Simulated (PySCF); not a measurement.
Constitutional and geometric isomers with formula CH6Si2. All species are isolated molecules in the gas phase. Strings in code marks are SMILES.

These are PBE0-D3(BJ)/def2-TZVP in PySCF 2.14.0 values and carry that method's errors. All candidates: neutral, multiplicity 1. 

```json
{
  "HOMO": "-6.72 eV",
  "dipole_moment": "0.46 D",
  "LUMO": "-0.14 eV"
}
```

Problem. Name which member has these values.
(A) `[SiH2]=C[SiH3]`
(B) `C[SiH]=[SiH2]`
(C) `C=[SiH][SiH3]`
(D) `C1[SiH2][SiH2]1`

Solution. D, `C1[SiH2][SiH2]1`. The others give `C[SiH]=[SiH2]`: -5.73 eV, 1.39 D, -1.58 eV; `C=[SiH][SiH3]`: -6.61 eV, 0.71 D, -1.53 eV; `[SiH2]=C[SiH3]`: -6.88 eV, 1.78 D, -1.64 eV
